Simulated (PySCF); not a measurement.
## Correlation energy of Cr⁹⁺ (chromium, charge +9)

[Ne] 3s2 3p3, high-spin 4S determinant. Computed with PySCF 2.14 in an even-tempered Gaussian basis (19 s from 0.49 bohr⁻², ratio 2.5; 12 p from 0.64 bohr⁻², ratio 2.5; 5 d from 3.8 bohr⁻², ratio 2.7; 4 f from 5.7 bohr⁻², ratio 2.7), with the spin-free X2C one-electron Hamiltonian (Gaussian nucleus). Frozen: 1s2; 13 electrons correlated; the 22 highest virtual orbitals of each spin left out.

```tsv
level	correlation energy (mhartree)
CCSD	-468.42
(T)	-2.95
CCSD(T)	-471.37
```

Diagnostics: T1 = 0.0017, D1 = 0.0057, largest double amplitude 0.041.

Cost of the coupled-cluster step: of the order of 50 core-seconds, for 13 correlated electrons.

Iterations:

```
CC2 = 0
CCSD nocc = (np.int64(8), np.int64(5)), nmo = (85, 85)
frozen orbitals [[0, 86, 87, 88, 89, 90, 91, 92, 93, 94, 95, 96, 97, 98, 99, 100, 101, 102, 103, 104, 105, 106, 107], [0, 86, 87, 88, 89, 90, 91, 92, 93, 94, 95, 96, 97, 98, 99, 100, 101, 102, 103, 104, 105, 106, 107]]
max_cycle = 100
direct = 0
conv_tol = 1e-08
conv_tol_normt = 1e-06
diis_space = 8
diis_start_cycle = 0
Init t2, MP2 energy = -0.453280997856367
Init E_corr(UCCSD) = -0.453280997856373
cycle = 1  E_corr(UCCSD) = -0.464587181281041  dE = -0.0113061834  norm(t1,t2) = 0.0202045
cycle = 2  E_corr(UCCSD) = -0.467514648342296  dE = -0.00292746706  norm(t1,t2) = 0.00543115
cycle = 3  E_corr(UCCSD) = -0.468426971670034  dE = -0.000912323328  norm(t1,t2) = 0.00159932
cycle = 4  E_corr(UCCSD) = -0.468418787292133  dE = 8.1843779e-06  norm(t1,t2) = 9.85667e-05
cycle = 5  E_corr(UCCSD) = -0.468417351889578  dE = 1.43540255e-06  norm(t1,t2) = 4.65935e-06
cycle = 6  E_corr(UCCSD) = -0.468417548972736  dE = -1.97083158e-07  norm(t1,t2) = 5.15139e-07
cycle = 7  E_corr(UCCSD) = -0.468417546139569  dE = 2.83316665e-09  norm(t1,t2) = 4.05305e-08
UCCSD converged
E(UCCSD) = -1020.477475242305  E_corr = -0.4684175461395693
UCCSD(T) correction = -0.00295132288599516
```
